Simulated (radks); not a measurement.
The numbers below are computed, except where a source is named.
Task: These are the eigenvalues of the occupied orbitals of an atom or ion with whole-number occupations (eV). Code: a radial shooting solver on a logarithmic mesh with Libxc functionals. Model: Dirac Kohn-Sham, PBE, spin-unpolarised, spherical densities, finite nucleus; Fermi nuclear charge, rms radius of each element as measured or else 0.836 A^(1/3) + 0.57 fm.

orbital  eigenvalue
1s1/2     -5891.580
2s1/2     -679.1551
2p1/2     -578.4524
2p3/2     -569.8072
3s1/2      -85.8144
3p1/2      -57.8304
3p3/2      -56.7980
3d3/2      -13.8245
4s1/2      -11.3972

Which element is it, and in what charge state? The configuration may be excited. Open shells, if any, fill j = l - 1/2 first.

Result: Z = 24, chromium, charge +1: Cr+ in [Ar] 3d4 4s1. The list shows which subshells hold electrons but not how many an open one holds; the 1s level, -216.51 hartree, gives Z - s = 20.8 by -(Z - s)^2/2, which with screening and relativity narrows Z to a few neighbours, and the depths of the outer levels then fix element, charge and occupations together.
